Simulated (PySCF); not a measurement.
## Mo(OH)₂, quintet: structure and spectrum

Level of theory: UPBE0/[Mo def2-TZVP with ECP28, O def2-TZVP, H def2-TZVP], scalar-relativistic core potentials, density fitting, no spin–orbit coupling, PySCF.

The structure is a saddle point with 1 imaginary mode.

Coordinates in bohr (charge 0 multiplicity 5):
```
Mo    0.0000    0.0000    0.0000
O     0.0339    0.0000    3.6249
O    -0.0339    0.0000   -3.6249
H    -1.3642    0.0000    4.7817
H     1.3642    0.0000   -4.7817
```

| Quantity | Value |
| --- | --- |
| Point group | C2h |
| Bond lengths | Mo–O 1.918 Å (×2), O–H 0.960 Å (×2) |
| Bond angles | H–O–Mo 129.1° (×2), O–Mo–O 180.0° |
| Spin squared ⟨S²⟩ | 6.025 |
| Principal quadrupole moments (Buckingham, traceless) about the centre of mass | -11.16, -0.42, 11.58 D Å |
| Dipole moment | 0.00 D |
| Principal polarisabilities | 46.3, 49.4, 63.3 bohr³ |
| Rotational constants | 16.7, 0.129, 0.128 cm⁻¹ |
| Highest occupied level (α) | -5.53 eV |
| Atomisation energy without zero-point energy | 1613 kJ/mol |
| Lowest empty level (α) | -2.11 eV |
| Zero-point energy (real modes) | 65.1 kJ/mol |

Harmonic modes (masses in u: Mo 97.905, O 15.995, H 1.008):
```json
{"symmetry": "au", "ω (cm⁻¹)": "111i", "IR (km/mol)": "–"}
{"symmetry": "bu", "ω (cm⁻¹)": "152", "IR (km/mol)": "8.3"}
{"symmetry": "bu", "ω (cm⁻¹)": "531", "IR (km/mol)": "248"}
{"symmetry": "ag", "ω (cm⁻¹)": "555", "IR (km/mol)": "0.0"}
{"symmetry": "au", "ω (cm⁻¹)": "579", "IR (km/mol)": "182"}
{"symmetry": "ag", "ω (cm⁻¹)": "661", "IR (km/mol)": "0.0"}
{"symmetry": "bu", "ω (cm⁻¹)": "669", "IR (km/mol)": "322"}
{"symmetry": "bu", "ω (cm⁻¹)": "3866", "IR (km/mol)": "153"}
{"symmetry": "ag", "ω (cm⁻¹)": "3867", "IR (km/mol)": "0.0"}
```

In C2h the vibrations span 2au + 4bu + 3ag. The ag modes carry no infrared intensity, as symmetry demands. With a centre of inversion only u modes can be infrared active and only g modes Raman active.

Charges (e):
| atom | Mulliken | Löwdin | polar tensor | spin (Mulliken) | Mayer order to Mo1 |
| --- | --- | --- | --- | --- | --- |
| Mo1 | 0.84 | 0.49 | 1.08 | 4.10 | – |
| O2,3 | -0.75 | -0.40 | -0.81 | -0.07 | 0.94 |
| H4,5 | 0.33 | 0.15 | 0.27 | 0.02 | 0.02 |
Other Mayer orders above 0.3: O–H 0.88 (×2).

Mulliken populations on Mo1 (electrons outside its core potential): s 2.68, p 6.16, d 4.29, f 0.03.

Only a few start shapes were tried, so a lower isomer may exist. With open d or f shells other occupations or spin states may lie lower. At this level a quintet minimum of C2 symmetry lies 13 kJ/mol below this structure.

The final relaxation and frequency run took 68 s on 4 threads of a shared Arm Neoverse V1 host, with 114 basis functions and 14 gradients; the process peaked at 1.5 GiB. Launch command: `OMP_NUM_THREADS=4 python axn.py task.json out`.
